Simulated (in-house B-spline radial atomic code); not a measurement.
A fraction x of an electron is removed from 5p in I4+, starting from [Kr] 4d10 5s2 5p1 and keeping the highest spin. Level of theory: non-relativistic BP86, spin-polarised, spherical fractional occupations, point nucleus; calculated with a B-spline radial code for spherical atoms.

| x | E(x) - E(0) (eV) | 5p up level (eV) |
| --- | --- | --- |
| 0 | 0.0000 | -45.103 |
| 0.08 | 3.6407 | -45.916 |
| 0.23 | 10.6428 | -47.444 |
| 0.32 | 14.9540 | -48.362 |
| 0.41 | 19.3479 | -49.280 |
| 0.5 | 23.8243 | -50.198 |
| 0.56 | 26.8545 | -50.810 |
| 0.74 | 36.1653 | -52.642 |
| 0.79 | 38.8100 | -53.150 |
| 1 | 50.1947 | - |

The exact functional would give a straight line between the two integer points. Deviations E(x) - E(0) - x[E(1) - E(0)], in eV: -0.375 at x = 0.08, -0.902 at x = 0.23, -1.108 at x = 0.32, -1.232 at x = 0.41, -1.273 at x = 0.5, -1.255 at x = 0.56, -0.979 at x = 0.74, -0.844 at x = 0.79.

The curve lies below the straight line by up to 1.273 eV (at x = 0.5): convex, the delocalisation error that favours fractional charges.

Question: How well does Slater's transition state (minus the level at half occupation) give the ionisation energy?

Answer: It gives 50.198 eV against 50.195 eV from the two total energies; NIST lists 51.52 eV, ground level to ground level.
